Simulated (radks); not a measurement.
Trend from Rb2+ to Xe2+: ionisation energy by Delta-SCF between NIST ground configurations, and size. Calculated with a radial shooting solver on a logarithmic mesh with Libxc functionals: Dirac Kohn-Sham, PBE, spin-unpolarised, spherical densities, point nucleus; open shells fill j = l - 1/2 first.

species	configuration	IE (eV)	NIST (eV)	kind	-e(HOMO) (eV)	outermost	<r> outermost (bohr)
Rb2+	[Ar] 3d10 4s2 4p5	39.784	39.247	semi-emp.	33.384 (4p3/2)	4p3/2	1.65
Sr2+	[Kr]	42.849	42.884	exp.	36.128 (4p3/2)	4p3/2	1.56
Zr2+	[Kr] 4d2	22.697	23.170	semi-emp.	17.354 (4d3/2)	4d3/2	2.00
Nb2+	[Kr] 4d3	24.800	25.040	semi-emp.	19.157 (4d3/2)	4d3/2	1.85
Mo2+	[Kr] 4d4	26.825	27.1	semi-emp.	20.888 (4d3/2)	4d3/2	1.72
Tc2+	[Kr] 4d5	28.485	29.550	semi-emp.	22.298 (4d5/2)	4d5/2	1.63
Ru2+	[Kr] 4d6	30.386	28.470	semi-emp.	23.918 (4d5/2)	4d5/2	1.53
Rh2+	[Kr] 4d7	32.251	31.060	semi-emp.	25.508 (4d5/2)	4d5/2	1.45
Pd2+	[Kr] 4d8	34.088	32.930	semi-emp.	27.073 (4d5/2)	4d5/2	1.38
Ag2+	[Kr] 4d9	35.902	34.8	semi-emp.	28.621 (4d5/2)	4d5/2	1.32
Cd2+	[Kr] 4d10	37.698	37.47	exp.	30.153 (4d5/2)	4d5/2	1.26
In2+	[Kr] 4d10 5s1	28.320	28.044	exp.	23.668 (5s1/2)	5s1/2	2.34
Sn2+	[Kr] 4d10 5s2	30.971	30.506	exp.	26.086 (5s1/2)	5s1/2	2.22
Sb2+	[Kr] 4d10 5s2 5p1	25.022	25.324	exp.	20.586 (5p1/2)	5p1/2	2.44
Te2+	[Kr] 4d10 5s2 5p2	27.537	27.84	exp.	22.837 (5p1/2)	5p1/2	2.29
I2+	[Kr] 4d10 5s2 5p3	28.724	29.57	exp.	23.923 (5p3/2)	5p3/2	2.24
Xe2+	[Kr] 4d10 5s2 5p4	31.087	31.05	semi-emp.	26.042 (5p3/2)	5p3/2	2.12

Reference values: NIST Atomic Spectra Database (exp. = measured, semi-emp. = semi-empirical, theory = theoretical value adopted there). Spin polarisation and multiplet splitting are left out, so open shells lie too high by an amount that depends on their filling.

Beside tabulated values, note that spin-unpolarised runs miss the spin-polarisation part of the exchange energy of open shells.
